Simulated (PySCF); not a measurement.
## Computed properties of Al(F)2(OH) (AlF₂HO), SMILES [F][Al]([F])[OH]

Al(F)2(OH) (AlF2HO), SMILES [F][Al]([OH])[F]. The structure is a stationary point at PBE0-D3(BJ)/def2-SVP. The values are those of a single conformer. All values are computed for the isolated molecule unless a solvent is named; none is compared with measurement here.

**Structure.** The optimised structure has Cs symmetry. All 9 harmonic modes at PBE0-D3(BJ)/def2-SVP (PySCF) are real, so it is a minimum. With heavy atoms numbered as in [Al:1]([F:2])([F:3])[OH:4], the shortest bond between them is Al1–F3 at 1.648 Å and the longest Al1–O4 at 1.679 Å.

**Vibrations.** The strongest infrared lines (harmonic, unscaled, degenerate partners summed) lie at 343 cm⁻¹ (177 km/mol, H 84 %, O 12 %), 553 cm⁻¹ (161 km/mol, H 73 %, O 23 %), 998 cm⁻¹ (155 km/mol, Al 51 %, O 27 %, F 17 %). The softest mode is at 231 cm⁻¹ and the zero-point energy is 11.9 kcal/mol.

**Electronic structure.** CAM-B3LYP/def2-TZVPD (PySCF) places the frontier levels at -11.59 and -0.75 eV, a gap of 10.84 eV, and gives a dipole moment of 2.04 D and a mean polarisability of 25.7 bohr³.

**Excitations.** TDDFT-PBE0/def2-SVPD (PySCF) has S1 at 7.19 eV (172 nm, f = 0.046, weak); the most intense of the 10 singlets computed lies at 9.47 eV (f = 0.11). T1 (TDA) is at 6.77 eV. No vertical singlet excitation falls in the visible range (under 3.1 eV).

**NMR.** GIAO shifts at KT2/pcSseg-2 (PySCF) (non-relativistic, atoms alike by connectivity averaged): ¹H at 1.6 ppm against TMS; ¹⁹F at -249.4 ppm against CFCl3.
